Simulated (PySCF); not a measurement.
C3H6OSi, SMILES O=C1CC[SiH2]1. Geometry optimised at ωB97X-D3(BJ)/def2-SVP. This is a generated structure with no PubChem entry under its InChIKey; it may be hypothetical.

**Question.** Give the equilibrium geometry at ωB97X-D3(BJ)/def2-SVP (PySCF confirms it by a frequency run) as bond lengths and angles. (The exact figures need the calculation; the answer reports its results.)

**Answer.** 
Atoms: O1 C2 C3 C4 Si5 H6 H7 H8 H9 H10 H11. Bonded distances (Å): O1–C2 1.199, C2–C3 1.546, C2–Si5 1.956, C3–C4 1.557, C3–H6 1.103, C3–H7 1.104, C4–Si5 1.907, C4–H8 1.099, C4–H9 1.101, Si5–H10 1.492, Si5–H11 1.492. Angles (°): O1–C2–C3 128.7, O1–C2–Si5 140.9, C3–C2–Si5 90.4, C2–C3–C4 100.3, C2–C3–H6 112.2, C2–C3–H7 108.5, C4–C3–H6 115.8, C4–C3–H7 112.5, H6–C3–H7 107.3, C3–C4–Si5 91.9, C3–C4–H8 114.5, C3–C4–H9 112.1, Si5–C4–H8 117.4, Si5–C4–H9 112.4, H8–C4–H9 108.0, C2–Si5–C4 76.1, C2–Si5–H10 114.5, C2–Si5–H11 119.6, C4–Si5–H10 115.6, C4–Si5–H11 118.6, H10–Si5–H11 109.3.
Charge 0, spin multiplicity 1.
